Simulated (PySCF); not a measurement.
# Excitation energy of Be by level of theory

Be [He] 2s2 (1S) → Be [He] 2s1 3d1 (3D), as a difference of total energies. All numbers are calculated (PySCF 2.14, the spin-free X2C one-electron Hamiltonian (Gaussian nucleus), in aug-cc-pCVTZ-DK with one added diffuse shell each of s, p, d, f type (8s7p5d3f, 75 functions)). Correlated levels: valence: 1s2 frozen. The calculations carry no spin-orbit coupling.

| method | excitation energy (eV) |
| --- | --- |
| UHF | 6.652 |
| MP2 (valence) | 7.389 |
| SCS-MP2 (valence) | 7.576 |
| CCSD (valence) | 7.791 |

Problem. How much does correlation contribute at MP2 (valence)?

Solution. 7.389 − (6.652) = 0.737 eV, measured against UHF.

The promoted electron is Rydberg-like, and one or two diffuse shells describe it only roughly, which tends to raise the upper state.

With two correlated electrons CCSD is exact in that space.
